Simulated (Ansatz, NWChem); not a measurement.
# C3H7Br: a line through the functionals

C3H7Br has 11 atoms, charge 0, and is taken as a singlet. SMILES: `CCCBr`. The coordinates come from a PBE0-D4/def2-TZVP relaxation. This is one conformer, not always the lowest.

The HOMO–LUMO gap y, in eV, basis def2-SVP; a is the functional's share of exact exchange. Programs: Ansatz 0.2.0, NWChem 7.3.0.

| functional | program | a | y (eV) |
| --- | --- | --- | --- |
| TPSS | NWChem | 0 | 6.03 |
| PBE | Ansatz | 0 | 5.73 |
| TPSSh | NWChem | 0.1 | 6.97 |
| B3LYP | Ansatz | 0.2 | ? |
| r2SCAN0 | Ansatz | 0.25 | 8.47 |
| PBE0 | Ansatz | 0.25 | 8.13 |
| BHLYP | Ansatz | 0.5 | 10.42 |

**Question.** Fit y = c + s·a to the known rows and predict B3LYP.

**Answer.** 
1. Means of the 6 rows: a = 0.1833, y = 7.625.
2. Σ(Δa)² = 0.18333, Σ(Δa·Δy) = 1.6695, so the slope is 1.6695/0.18333 = 9.1065.
3. Intercept: 7.625 − (9.1065) × 0.1833 = 5.956. The largest residual of the fit is 0.24.
4. B3LYP: 5.956 + (9.1065) × 0.2 = 7.78 eV.

The run gave 7.59 eV, so the prediction is off by +0.19 eV, within the scatter of the fit. Exact exchange lowers occupied levels and raises empty ones. The rows mix families of semi-local functionals, which the line can't see.
